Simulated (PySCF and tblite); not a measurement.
Values are calculated unless marked as measured or tabulated.
System: C7H9B, numbered as in [BH2:1][C:2]1=[CH:3][CH2:4][CH:5]=[CH:6][CH:7]=[CH:8]1.

Motion: inversion of the 7-membered ring (2–3–4–5–6–7–8). GFN2-xTB gives an electronic barrier of 9.3 kcal/mol.

Problem. What does CAM-B3LYP/pcSseg-1 + D3(BJ), IEF-PCM dimethylsulfoxide give on GFN2-xTB geometries?

Solution. A barrier of 6.2 kcal/mol, 3.1 below the tight-binding barrier (from unrounded values) and, with GFN2-xTB thermal terms, ΔG‡(298 K) = 6.4 kcal/mol and k = 1.2×10⁸ s⁻¹ (1 equivalent path).

Programs: tblite and PySCF.
